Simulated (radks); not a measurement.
Dipole-allowed excitations along the series with 48 electrons in [Kr] 4d10 5s2. Method: scalar-relativistic Kohn-Sham, LB94 model potential, spin-unpolarised, spherical densities, finite nucleus; Fermi nuclear charge, rms radius of each element as measured or else 0.836 A^(1/3) + 0.57 fm; computed with a radial shooting solver on a logarithmic mesh with Libxc functionals. Time-dependent linear response with the Hartree and adiabatic LDA kernel, continuum included through the Sternheimer equations, no spin-orbit coupling, so fine structure and intercombination lines are absent. Lines are the poles of the dipole polarisability below minus the highest occupied eigenvalue, found on a grid refined at the orbital gaps; the lowest seven at most are given, and weak or close lines can be missed. The first line takes the name of the lowest orbital gap if no other gap lies below it; otherwise a line is named after a gap within 0.6 % of it, if that gap stands alone.

species  -e(HOMO) (eV)  lowest orbital gap (eV)  first line (eV)     f  static alpha (bohr^3)  measured (eV)
In+             20.846              5s-5p 7.225    8.678 (5s-5p)  1.52                  19.48    5s-5p 7.816
Sn2+            32.935              5s-5p 8.962   10.783 (5s-5p)  1.55                  12.87              -
Sb3+            46.565             5s-5p 10.666   12.798 (5s-5p)  1.56                  9.200              -

Measured values: term averages from the NIST Handbook of Basic Atomic Spectroscopic Data.
